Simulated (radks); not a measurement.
The iridium ion Ir+, 76 electrons, occupied as [Xe] 4f14 5d7 6s0.75 6p0.25 (fractional occupations, a model configuration).

Calculated with a radial shooting solver on a logarithmic mesh with Libxc functionals: Dirac Kohn-Sham, LDA (Slater exchange, Perdew-Wang correlation), spin-unpolarised, spherical densities, finite nucleus; open shells are shared between the two j in proportion to 2j + 1; Fermi nuclear charge, rms radius 5.4032 fm.

Energy parts (eV):
part                       energy
total                  -485560.68
kinetic                 552855.51
electron-nucleus      -1217926.29
Hartree                 188719.04
exchange-correlation     -9208.94

Orbitals (lengths in bohr, moments of r in powers of bohr; <r^-3> diverges for s and p1/2; r(max) is where P^2 peaks):
orbital       occ.  eigenvalue (eV)   r(max)    <r^-3>
1s1/2            2        -75929.88  0.01083         -
2s1/2            2        -13282.39  0.06255         -
2p1/2            2        -12731.88  0.04621         -
2p3/2            4        -11106.16  0.05337     18740
3s1/2            2        -3112.730   0.1761         -
3p1/2            2        -2864.576   0.1644         -
3p3/2            4        -2508.708   0.1791      4307
3d3/2            4        -2091.283   0.1397     749.9
3d5/2            6        -2014.305   0.1437     628.4
4s1/2            2        -670.1876   0.3979         -
4p1/2            2        -565.3448   0.3965         -
4p3/2            4        -480.9287   0.4270      1023
4d3/2            4        -308.3352   0.4211     158.2
4d5/2            6        -292.6620   0.4306     129.6
4f5/2            6         -72.8831   0.3920     25.76
4f7/2            8         -69.7594   0.3967     24.50
5s1/2            2        -106.7851   0.8909         -
5p1/2            2         -73.6955   0.9457         -
5p3/2            4         -59.9652    1.027     163.1
5d3/2          2.8         -16.7415    1.276     13.42
5d5/2          4.2         -15.4600    1.317     10.55
5f5/2            0          -0.9798    11.69  0.001791
5f7/2            0          -0.9797    11.69  0.001791
6s1/2         0.75         -14.1793    2.317         -
6p1/2    0.0833333          -8.4532    2.818         -
6p3/2     0.166667          -7.3821    3.111     12.70
7s1/2            0          -3.5753    6.119         -

The highest occupied level is 6p3/2 at -7.382 eV. The density falls to 0.001 e/bohr^3 at r = 4.16 bohr. Summed over all electrons, <r^2> = 53.78 bohr^2, which gives a Langevin (diamagnetic) susceptibility term of -42.6 x 10^-6 cm^3/mol.
